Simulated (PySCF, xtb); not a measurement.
(Z)-2-chloro-3-fluorobut-2-ene (C₄H₆ClF), SMILES C/C(F)=C(\C)Cl.

GFN2-xTB run with xtb at its own geometry gives an orbital gap of 4.59 eV and a dipole moment of 3.45 D.

Geometry: PBE-D3(BJ)/def2-SVP.

Question: What does PBE0/def2-TZVP in PySCF give? (The exact figures need the calculation; the answer reports its results.)

Answer: gap 7.02 eV (levels -6.79 and 0.23 eV), dipole 3.00 D.
